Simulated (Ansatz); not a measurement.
Relaxation of FH7OW (10 atoms, charge 0, multiplicity 1), to a largest force component of 0.03 eV/Å in at most 50 steps.

These are results of RKS PBE0-D4/def2-SVP (Ansatz), not measurements.

```xyz
10
Properties=species:S:1:pos:R:3:forces:R:3
W 0.193 -0.321 0.104 -0.10 0.12 0.64
O -0.088 -0.331 2.004 0.23 0.12 -0.50
H -0.898 -0.058 2.450 -0.01 0.00 -0.02
H 1.632 0.363 -0.476 0.00 -0.01 -0.01
H 0.074 0.938 -0.998 0.01 -0.01 0.00
H -1.159 0.628 0.121 0.00 0.00 -0.02
H 0.025 -1.906 -0.489 0.01 0.00 0.00
H -0.997 -0.567 -1.039 0.01 0.00 0.00
F 1.456 1.977 1.654 -0.01 0.00 -0.11
H 1.190 1.430 2.351 -0.14 -0.22 0.03
```

Q: Where does it end, and by what steps?

A: It converged. After 7 steps the energy has fallen by 0.128 eV; H10 moved furthest, 0.45 Å. Joined: W1–F9 (3.05 → 2.53 Å).

| step | energy less start (eV) | largest force component (eV/Å) | accepted |
| --- | --- | --- | --- |
| 0 | 0.0000 | 0.641 | yes |
| 1 | -0.0622 | 0.301 | yes |
| 2 | -0.0958 | 0.655 | yes |
| 3 | -0.1076 | 0.506 | yes |
| 4 | -0.1234 | 0.108 | yes |
| 5 | -0.1268 | 0.096 | yes |
| 6 | -0.1265 | 0.195 | no |
| 7 | -0.1284 | 0.017 | yes |

```xyz
10
Properties=species:S:1:pos:R:3
W 0.257 -0.191 0.173
O -0.034 -0.186 2.097
H -0.904 -0.068 2.498
H 1.646 0.415 -0.582
H 0.097 0.996 -1.000
H -1.110 0.737 0.142
H 0.140 -1.804 -0.359
H -0.944 -0.561 -0.919
F 1.373 1.662 1.487
H 0.906 1.153 2.147
```

The run took 23 s on 2 threads of Arm Neoverse V1, on a shared host, peak memory 0.19 GiB.
